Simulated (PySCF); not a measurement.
## BeI₂, singlet: data card

Level of theory: PBE0 in PySCF with Be def2-TZVP, I def2-TZVP with ECP28; scalar-relativistic core potentials, no spin–orbit coupling; density-fitted integrals.

The structure is a minimum.

```
Point group                                                                   : D∞h
Bond lengths                                                                  : Be–I 2.162 Å (×2)
Bond angles                                                                   : I–Be–I 180.0°
Highest occupied level                                                        : -7.99 eV
Enthalpy at 298.15 K above 0 K                                                : 13.59 kJ/mol
Rotational constants                                                          : 0.0142 cm⁻¹
Rotational symmetry number                                                    : 2
Principal quadrupole moments (Buckingham, traceless) about the centre of mass : -0.15, -0.15, 0.29 D Å
Heat capacity Cp at 298.15 K                                                  : 54.8 J/(mol K)
Zero-point energy                                                             : 8.4 kJ/mol
Entropy at 298.15 K and 1 bar                                                 : 291.4 J/(mol K)
Lowest empty level                                                            : -1.01 eV
Principal polarisabilities                                                    : 60.4, 60.4, 115.7 bohr³
Atomisation energy without zero-point energy                                  : 682 kJ/mol
Dipole moment                                                                 : 0.00 D
```

Harmonic modes (masses in u: Be 9.012, I 126.904):
```csv
symmetry,ω (cm⁻¹),"IR (km/mol, summed over degenerate members)",μ (u)
σg+,168,0.0,126.90
πu,175,21.3,9.31
σu+,883,393,9.31
```

In D∞h the vibrations span σg+ + πu + σu+. The σg+ mode carries no infrared intensity, as symmetry demands. With a centre of inversion only u modes can be infrared active and only g modes Raman active.

Charges (e):
```
atom  Mulliken  Löwdin  polar tensor  Mayer order to Be1
 Be1      0.09   -0.65          0.83                   –
I2,3     -0.04    0.33         -0.42                1.38
```

Mulliken populations on Be1: s 2.75, p 0.98, d 0.18.

Counting electrons, beryllium keeps none of its valence electrons outside its bonds, so the VSEPR class is AX2 and the expected shape is linear (D∞h), as computed.

The final relaxation and frequency run took roughly 40 core-seconds on a shared host.
